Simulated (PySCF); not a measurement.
Coordinates in bohr (charge -1 multiplicity 1):
```
Pb    0.0000    0.0000    0.0000
H     0.0000    0.0000    3.7105
H     0.0000    0.0000   -3.7105
H     3.4380    0.0000    0.0000
H    -1.7190    2.9774    0.0000
H    -1.7190   -2.9774    0.0000
```

Computed with PBE0/[Pb def2-TZVPD with ECP60, H def2-TZVPD], scalar-relativistic core potentials, density fitting, no spin–orbit coupling, PySCF.

This geometry of PbH₅⁻ is a stationary point at this level.

Task: What is the point group?

Result: D3h.

Task: Is it a minimum?

Result: Yes: all harmonic wavenumbers are real.

Task: Which band is strongest in the infrared?

Result: 1181 cm⁻¹ (a2''), 1403 km/mol.

Task: Give the atomic charges and bond orders.

Result: 
```json
{"atom": "Pb1", "Mulliken": "-0.52", "Löwdin": "0.02", "polar tensor": "1.59", "Mayer order to Pb1": "–"}
{"atom": "H2,3", "Mulliken": "-0.12", "Löwdin": "-0.22", "polar tensor": "-0.63", "Mayer order to Pb1": "0.83"}
{"atom": "H4,5,6", "Mulliken": "-0.08", "Löwdin": "-0.20", "polar tensor": "-0.45", "Mayer order to Pb1": "0.87"}
```

This need not be the most stable arrangement of these atoms. The lowest empty level of this anion is unbound, so it and the gap depend on the basis. Spin–orbit coupling, left out here, can matter for elements this heavy.
